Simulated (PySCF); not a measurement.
## Vibration and rotation of ZnBr

BP86 constants of ZnBr, ²Σ⁺ (doublet), unpaired electrons σ ↑ (PySCF, no relativity, basis sets Zn def2-TZVPPD, Br def2-TZVPPD; masses 63.9291 and 78.9183 u):

| Item | Value |
| --- | --- |
| ωe | 256.2 cm⁻¹ |
| ωexe | 1.08 cm⁻¹ |
| Be | 0.088187 cm⁻¹ |
| αe | 0.000458 cm⁻¹ |
| De to Zn + Br | 1.83 eV |

What force constant and bond length do these constants imply?

Reduced mass μred = 35.319 u; k = 5.8918×10⁻⁷·μred·ωe² (u, cm⁻¹, mdyn/Å) = 1.37 mdyn/Å; Re = √(16.8576/(μred·Be)) (u, cm⁻¹, Å) = 2.326 Å.

Estimate the centrifugal constant D from the Kratzer relation and find the Dunham coefficient a1.

D = 4Be³/ωe² = 4.18e-08 cm⁻¹; a1 = −1 − αeωe/(6Be²) = -3.51.

Spin–orbit coupling is left out. The state is the lowest determinant that a PBE0 search found; another state may lie lower at other levels.
